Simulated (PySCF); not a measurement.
BHO, SMILES O=B. Coordinates come from a PBE0-D3(BJ)/def2-TZVPD optimisation.

Q: Give the equilibrium geometry at PBE0-D3(BJ)/def2-TZVPD (PySCF confirms it by a frequency run) as bond lengths and angles, and its point group. (The exact figures need the calculation; the answer reports its results.)

A: point group C∞v.
Atoms: H1 B2 O3. Bonded distances (Å): H1–B2 1.173, B2–O3 1.198. Bond angles (°): H1–B2–O3 180.0.
Charge 0, spin multiplicity 1.
